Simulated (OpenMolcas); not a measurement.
What dynamic correlation does to the levels of Li I

| Property | Result |
| --- | --- |
| Program | OpenMolcas 26.06 |
| Basis | ANO-RCC-VTZP [4s3p2d1f] |
| Scalar Hamiltonian | DKH2, point nucleus |
| Active space | 1 electron in 4 orbitals (2s 2p) |
| State averaging | 2S+1 = 2 even, 1 root; 2S+1 = 2 odd, 3 roots |
| Spin-orbit coupling | RASSI with atomic mean-field integrals over the reference wave functions, term energies averaged over their components |

Methods on the same reference wave functions:
A. CASSCF
B. SS-CASPT2, IPEA 0.25 Eh, imaginary shift 0.1 Eh (closed shells correlated: 1s)

Energies in cm⁻¹ above 2s ²S_1/2, the measured ground level; measured values from NIST Handbook of Basic Atomic Spectroscopic Data.

```tsv
Level	A	B	Measured
2s ²S_1/2	0.0	0.0	0.0
2p ²P°_1/2	14851	14869	14904
2p ²P°_3/2	14851	14869	14904
```

Deviations, from unrounded energies. A percentage is the sum of absolute deviations over the sum of measured energies, with the sign that they share, or ± where signs differ.

```
           Against measurement  Levels     A     B
mean absolute deviation (cm-1)       2    53    35
      other configurations (%)       2  -0.4  -0.2
```

B lies closest to measurement on these levels. The largest miss of B in the table is 2p ²P°_3/2, by -35 cm-1. The ranking rests on the paired levels alone, and a cruder setting can come out closer through cancelling errors.

The lowest spin-free term lies below A's lowest term by 0.031 hartree in B.

ANO sets are built for ground and valence states and can reach diffuse excited orbitals poorly. With one active electron the reference holds no correlation, so core polarisation is missing (holds for A). With one active electron, CASPT2 adds the correlation within the correlated inactive shells and between them and that electron, and leaves the splitting within a term as the reference gives it (holds for B). Computed and measured levels are paired by configuration, term and J; levels that our copy of the source lacks, or whose pairing is in doubt (as where it misses far off the trend of its configuration), stay unpaired and out of the deviations. Only configurations of the active space appear.

° marks odd parity.
